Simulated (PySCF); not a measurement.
**From computed data to an observable: oscillator strength and radiative lifetime**

CH₆ClGeN, SMILES [CH3][Ge@@H]([Cl])[NH2].

Geometry optimised at PBE0-D3(BJ)/def2-SVP. The structure was generated by enumeration; whether it is a known compound was not checked. The values are those of a single conformer.

TDA-PBE/def2-SVPD in PySCF puts the first singlet state with f over 0.02 at 6.13 eV (vertical), with the transition dipole (-0.103, 0.397, 0.330) in atomic units.

Problem. Find the oscillator strength, the wavelength and the radiative lifetime that this transition would have in vacuum if emission retraced absorption.

Solution. 
|μ|² = 0.2771 au, so |μ| = 1.34 D. ΔE = 6.13/27.211 = 0.2253 hartree. f = (2/3) ΔE |μ|² = 0.042 (the program prints 0.042).
λ = 1239.84/6.13 = 202 nm; ν = 49442 cm⁻¹.
Einstein's coefficient A = 0.6670 ν² f s⁻¹ (ν in cm⁻¹) = 6.8e7 s⁻¹, so τ = 1/A = 15 ns. This state is S1. The figure is the radiative limit of this one transition; relaxation, internal conversion, crossing to triplets and a medium change what is measured.
